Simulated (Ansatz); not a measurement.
Molecule: sum formula HSiO2F2, charge -1, multiplicity 1. It need not be the lowest isomer of its formula. Whether it binds its extra electron was not tested at this geometry. SMILES: [O-][Si](F)(F)O
Geometry from a B3LYP-D3(BJ)/def2-TZVP (Ansatz, a first-principles code) optimisation:
```xyz
6

O     -1.1113    -0.4176    -1.2434
Si    -0.1120    -0.0464    -0.1379
O      1.5190    -0.1856    -0.5105
F     -0.2178    -0.8737     1.2759
F     -0.2010     1.4749     0.4720
H      2.0762     0.0644     0.2315
```
Charge -1, spin multiplicity 1.

Parts of the frozen-core correlation energy in aug-cc-pV(D+d)Z (Ansatz, hartree). Frozen orbitals: 9; correlated occupied orbitals by spin: 16 and 16; virtual: 108 and 108. Spin-orbit coupling is left out. No relativistic terms.

| term | value |
|---|---|
| reference (HF) | -638.44411 |
| MP2 opposite-spin | -0.66766 |
| MP2 same-spin | -0.25489 |
| CCSD correlation | -0.92753 |
| (T) | -0.02577 |
| T1 diagnostic | 0.016 |
| largest doubles amplitude | 0.021 |
